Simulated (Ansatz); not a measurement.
Reaction (formal loss of a carbene): `CC[CH2][SnH3]` → `C[CH2][SnH3]` + `[CH2]` (triplet)

Computed with Ansatz on PBE0-D4/def2-TZVP structures; ΔE is electronic, products minus reactants. CCSD(T)/CBS adds triple-zeta CCSD(T) − MP2 to the extrapolated MP2 energy (def2 sets, frozen cores). This one scheme is used for every species. DFT in def2-TZVPP. Triplets are unrestricted, without spin–orbit coupling. Elements past krypton have def2 core potentials. For Sn outer-core shells are correlated without core-valence functions, which leaves a few kJ/mol of doubt a bond. One conformer a species, not always the lowest.

**Question.** Is it downhill or uphill in electronic energy at CCSD(T)/CBS, and by how much? (An estimate is asked.)

**Answer.** Computed: Uphill: ΔE = +438.2 kJ/mol.

**Question.** What do these levels give: PBE-D4, PBE0-D4, ωB97X-V, ωB97M-V, r2SCAN, MP2/def2-TZVPP, SCS-MP2/def2-TZVPP, CCSD/def2-TZVPP, CCSD(T)/def2-TZVPP, MP2/def2-QZVPP, HF/CBS(def2), CCSD/CBS(def2)? (Best estimate.)

**Answer.** The calculation gave: PBE-D4 441.8, PBE0-D4 434.0, ωB97X-V 447.3, ωB97M-V 439.1, r2SCAN 411.6, MP2/def2-TZVPP 440.2, SCS-MP2/def2-TZVPP 440.4, CCSD/def2-TZVPP 415.8, CCSD(T)/def2-TZVPP 427.0, MP2/def2-QZVPP 446.7, HF/CBS(def2) 289.8, CCSD/CBS(def2) 427.1 kJ/mol.

Largest T1 diagnostic among the species: 0.012.

In def2-TZVPP, CCSD(T) changes the Hartree–Fock value by +137.3 kJ/mol (the triples alone add +11.2 kJ/mol) and MP2 by +150.5 kJ/mol. The D4 term adds +10.0 kJ/mol with B3LYP and +5.5 kJ/mol with PBE0; it sums over pairs of atoms, weighted by their polarisabilities, and B3LYP, whose exchange is more repulsive, gets the larger term. From PBE to PBE0 (25 % exact exchange), in def2-TZVPP and without D4, ΔE moves by −6.9 kJ/mol.

B3LYP here is the variant with VWN-RPA as its local correlation; programs differ in this.
